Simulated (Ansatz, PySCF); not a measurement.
C5H9N, SMILES C=CC(N)C=C. Atoms are numbered in the order given.

```xyz
15

C      1.6013     1.2734     1.1856
C      1.1105     0.6716     0.0989
C      0.0505    -0.4088     0.1055
N      0.5571    -1.7008    -0.3824
C     -1.1354     0.0111    -0.7273
C     -2.3477     0.2992    -0.2522
H      2.3892     2.0288     1.1209
H      1.2266     1.0319     2.1862
H      1.5030     0.9359    -0.8929
H     -0.2889    -0.5530     1.1457
H      0.8208    -1.6180    -1.3666
H      1.4173    -1.9344     0.1160
H     -0.9442     0.0959    -1.8062
H     -2.5728     0.2293     0.8169
H     -3.1610     0.6153    -0.9109
```

The structure is a stationary point at B3LYP-D3(BJ)/def2-SVP. The values are those of a single conformer.

Two levels are set side by side: PBE-D3(BJ)/def2-SVP (Ansatz, a first-principles code) and B3LYP-D3(BJ)/def2-SVP (Ansatz). Each level has its own optimised geometry; the coordinates shown are those of the second. Frequencies come from the Hessian of PySCF at each geometry. Differences are taken from unrounded values.

| quantity | B3LYP-D3(BJ) |
|---|---|
| mean bond length (Å) | 1.206 |
| bond C1–C2 (Å) | 1.336 |
| bond C2–C3 (Å) | 1.514 |
| bond C3–N4 (Å) | 1.471 |
| bond C3–C5 (Å) | 1.509 |
| bond C5–C6 (Å) | 1.334 |
| bond C1–H7 (Å) | 1.093 |
| bond C1–H8 (Å) | 1.095 |
| bond C2–H9 (Å) | 1.099 |
| bond C3–H10 (Å) | 1.104 |
| bond N4–H11 (Å) | 1.022 |
| bond N4–H12 (Å) | 1.021 |
| bond C5–H13 (Å) | 1.099 |
| bond C6–H14 (Å) | 1.095 |
| bond C6–H15 (Å) | 1.093 |
| highest harmonic wavenumber (cm⁻¹) | 3549 |
| mean harmonic wavenumber (cm⁻¹) | 1463 |
| zero-point energy (kcal/mol) | 81.55 |

What does PBE-D3(BJ) give, and how far is it from B3LYP-D3(BJ)? (An estimate is asked for; the answer gives what the named calculation found.)


```
quantity                            PBE-D3(BJ)  PBE-D3(BJ) minus B3LYP-D3(BJ)
----------------------------------  ----------  -----------------------------
mean bond length (Å)                     1.213                          0.007
bond C1–C2 (Å)                           1.345                          0.009
bond C2–C3 (Å)                           1.515                          0.002
bond C3–N4 (Å)                           1.476                          0.005
bond C3–C5 (Å)                           1.510                          0.001
bond C5–C6 (Å)                           1.342                          0.009
bond C1–H7 (Å)                           1.101                          0.008
bond C1–H8 (Å)                           1.103                          0.008
bond C2–H9 (Å)                           1.107                          0.008
bond C3–H10 (Å)                          1.113                          0.009
bond N4–H11 (Å)                          1.031                          0.009
bond N4–H12 (Å)                          1.030                          0.009
bond C5–H13 (Å)                          1.107                          0.008
bond C6–H14 (Å)                          1.103                          0.008
bond C6–H15 (Å)                          1.101                          0.008
highest harmonic wavenumber (cm⁻¹)        3464                            -85
mean harmonic wavenumber (cm⁻¹)           1423                            -40
zero-point energy (kcal/mol)             79.31                          -2.24
```

GGA bonds tend to be longer and softer than those of functionals with exact exchange. Differences between two approximate levels are no errors against the true value.
